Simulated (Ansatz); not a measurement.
Cost and result for the atomization energy of `C[O][Sn]([NH2])[F]` radical (10 atoms, 9 bonds).

```xyz
10

C    -1.069   -0.292    1.661
O    -0.750    0.406    0.480
Sn    0.091   -0.470   -1.070
N     1.256    1.004   -1.883
F     1.392   -1.667   -0.276
H    -0.277   -0.985    1.968
H    -2.006   -0.852    1.564
H    -1.202    0.447    2.456
H     0.706    1.760   -2.281
H     1.860    0.649   -2.618
```

Total charge 0; spin multiplicity 2. Correlated methods include outer-core shells of Sn, which these sets cover unevenly. Sn: def2 effective core potential. The geometry is a stationary point of PBE0-D4/def2-TZVP. It is one conformer, not always the lowest. Program: Ansatz. Hardware: A = 2 threads of an AMD EPYC 7R13 on a shared host; B = 2 threads of an AMD EPYC 7R13 on a shared host and a share of an NVIDIA H100 80 GB. Times are those of one run each, without the atoms' runs, and a repeat can differ threefold. Electronic energies, without spin–orbit coupling; frozen cores. CCSD(T)/CBS adds CCSD(T) − MP2 in def2-TZVPP to the MP2 limit, and its time is that of the two runs behind it. T1 = 0.018; ⟨S²⟩ of the reference is 0.78. With those shells the extrapolation isn't a true limit. B3LYP takes the VWN-RPA correlation (the form of Gaussian; ORCA's B3LYP/G).

CCSD(T)/CBS is a level of theory with its own doubt, some kJ/mol a heavy atom from the limit and from the frozen cores, so smaller differences don't rank the functionals.

```json
{"level": "PBE-D4/def2-TZVPP (with forces) [A]", "functions": "244", "wall time": "7 s", "atomization (kJ/mol)": "3525.9", "difference from CCSD(T)/CBS": "91.3", "per bond": "10.1"}
{"level": "MP2/def2-QZVPP [B]", "functions": "460", "wall time": "7 s", "atomization (kJ/mol)": "3447.2", "difference from CCSD(T)/CBS": "12.6", "per bond": "1.4"}
{"level": "PBE0-D4/def2-TZVPP [A]", "functions": "244", "wall time": "9 s", "atomization (kJ/mol)": "3400.2", "difference from CCSD(T)/CBS": "-34.4", "per bond": "-3.8"}
{"level": "B3LYP-D4/def2-TZVPP (with forces) [A]", "functions": "244", "wall time": "10 s", "atomization (kJ/mol)": "3426.5", "difference from CCSD(T)/CBS": "-8.1", "per bond": "-0.9"}
{"level": "r2SCAN-D4/def2-TZVPP (with forces) [A]", "functions": "244", "wall time": "12 s", "atomization (kJ/mol)": "3430.1", "difference from CCSD(T)/CBS": "-4.5", "per bond": "-0.5"}
{"level": "B2PLYP/def2-TZVPP [A]", "functions": "244", "wall time": "14 s", "atomization (kJ/mol)": "3380.7", "difference from CCSD(T)/CBS": "-53.9", "per bond": "-6.0"}
{"level": "CCSD(T)/def2-TZVPP [B]", "functions": "244", "wall time": "18 s", "atomization (kJ/mol)": "3309.4", "difference from CCSD(T)/CBS": "-125.2", "per bond": "-13.9"}
{"level": "ωB97X-V/def2-TZVPP [A]", "functions": "244", "wall time": "20 s", "atomization (kJ/mol)": "3432.0", "difference from CCSD(T)/CBS": "-2.6", "per bond": "-0.3"}
{"level": "CCSD(T)/CBS(def2)", "functions": "–", "wall time": "25 s", "atomization (kJ/mol)": "3434.6", "difference from CCSD(T)/CBS": "0.0", "per bond": "0.0"}
{"level": "ωB97M-V/def2-TZVPP (with forces) [A]", "functions": "244", "wall time": "26 s", "atomization (kJ/mol)": "3418.7", "difference from CCSD(T)/CBS": "-15.9", "per bond": "-1.8"}
```

From PBE to PBE0 (25 % exact exchange), in def2-TZVPP and without D4, the atomization energy moves by −122.9 kJ/mol: exact exchange takes away binding that semilocal exchange gives to molecules. In def2-TZVPP, CCSD(T) changes the Hartree–Fock value by +1042.0 kJ/mol (the triples alone add +68.4 kJ/mol) and MP2 by +1103.2 kJ/mol; breaking electron pairs costs correlation energy, which Hartree–Fock lacks. The D4 term adds +30.5 kJ/mol with B3LYP and +16.0 kJ/mol with PBE0; it sums over pairs of atoms, weighted by their polarisabilities, and B3LYP, whose exchange is more repulsive, gets the larger term.

Spin–orbit coupling would lower the free Sn atoms strongly, and the atomization energy with them, by more than many differences here. For some Ge, Se and Sn compounds the MP2-based and the directly extrapolated limit differ by 10 to 25 kJ/mol.
